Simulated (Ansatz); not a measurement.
Species: CH₃Br₂Ga, net charge 0, singlet state. 
Geometry from a B3LYP-D3(BJ)/def2-TZVP (Ansatz, a program for electronic structure) optimisation:
SMILES: [CH3][Ga]([Br])[Br]
```xyz
7

C     -2.4703    -0.7236    -0.1808
Ga    -0.5919    -0.1758    -0.0496
Br     1.1476    -1.6847     0.0029
Br     0.0418     2.0348     0.0886
H     -2.5398    -1.7110    -0.6328
H     -3.0244     0.0050    -0.7701
H     -2.8933    -0.7589     0.8239
```

Computed values are from Ansatz. Correlated levels leave the core frozen unless marked. UHF or UKS for open shells. No spin-orbit coupling. The frozen core is the preceding noble-gas configuration, with the filled d and f shells of earlier blocks. No relativistic terms. CBS marks a two-point X^-3 extrapolation of the correlation energy; Hartree-Fock from the larger set (for Q and 5 zeta extrapolated as (X+1)exp(-9√X)). [CCSD(T)-MP2]/basis is that difference in the basis named.

What is the T1 diagnostic at CCSD/cc-pV5Z?

0.009.

What is the total energy at CCSD(T)/CBS(cc-pVQZ,cc-pV5Z)?

-7108.7154 Eh.

What is the dipole moment at CCSD(T)/aug-cc-pVDZ?

2.45 D.

What is the vertical ionisation energy (to the doublet) at RI-MP2/CBS(aug-cc-pVTZ,aug-cc-pVQZ)+[CCSD(T)-MP2]/aug-cc-pVTZ?

10.76 eV.

What is the atomisation energy De at CCSD(T)/CBS(cc-pVQZ,cc-pV5Z)?

2215.5 kJ/mol.
